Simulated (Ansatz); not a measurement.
Diphenyliodonium iodide, `[I-].c1ccc([I+]c2ccccc2)cc1` was relaxed with PBE-D4 (def2-SVP) in Ansatz in these states: charge -1 doublet, neutral singlet. The geometries follow in no particular order.

In the def2 sets I takes a core potential; there is no spin–orbit coupling.

A:

```xyz
24

I     3.4870   -0.4209   -0.6699
C    -1.1413   -2.3633   -4.3777
C    -2.2679   -1.9473   -3.6475
C    -2.1034   -1.2870   -2.4140
C    -0.8095   -1.0533   -1.9304
I    -0.5340    0.0449    0.1131
C     0.2166    1.1067    2.0544
C    -0.7201    1.5848    2.9796
C    -0.2658    2.2277    4.1480
C     1.1124    2.3840    4.3738
C     2.0361    1.8960    3.4325
C     1.5891    1.2512    2.2637
C     0.3205   -1.4597   -2.6423
C     0.1490   -2.1192   -3.8743
H    -1.2712   -2.8797   -5.3430
H    -3.2829   -2.1364   -4.0387
H    -2.9867   -0.9584   -1.8395
H    -1.8020    1.4620    2.7995
H    -0.9945    2.6079    4.8848
H     1.4669    2.8879    5.2881
H     3.1187    2.0162    3.6061
H     2.3114    0.8602    1.5169
H     1.3355   -1.2609   -2.2392
H     1.0360   -2.4434   -4.4442
```

B:

Cartesian coordinates in Å:
```
I 1.6193 -1.6766 -1.4528
C 3.9872 2.0411 2.0870
C 2.8029 1.9172 2.8280
C 1.6286 1.4438 2.2108
C 1.6925 1.1118 0.8566
I -0.2955 0.6396 -0.0705
C -1.8761 -0.7427 -0.8822
C -3.0070 -0.8318 -0.0690
C -4.1207 -1.5347 -0.5687
C -4.0706 -2.1205 -1.8422
C -2.9105 -2.0128 -2.6278
C -1.7848 -1.3238 -2.1412
C 2.8536 1.2062 0.0953
C 4.0126 1.6925 0.7259
H 4.9038 2.4043 2.5763
H 2.7844 2.1755 3.8982
H 0.6950 1.3407 2.7856
H -3.0364 -0.3723 0.9317
H -5.0230 -1.6311 0.0550
H -4.9408 -2.6759 -2.2239
H -2.8711 -2.4702 -3.6285
H -0.8520 -1.2636 -2.7266
H 2.8674 0.8906 -0.9602
H 4.9413 1.7925 0.1430
```

Question: Judge from the bond lengths which geometry belongs to which state (an estimate).

Answer: A is the charge -1 doublet (I1–I6 4.123 Å, C5–I6 2.336 Å, I6–C7 2.336 Å); B is the neutral singlet (I1–I6 3.308 Å, C5–I6 2.244 Å, I6–C7 2.251 Å).

The restricted singlet is unstable towards broken spin symmetry in Hartree–Fock (as tested in another run); at PBE-D4/def2-SVP this wasn't settled. The charge -1 doublet has come apart into loosely held pieces.
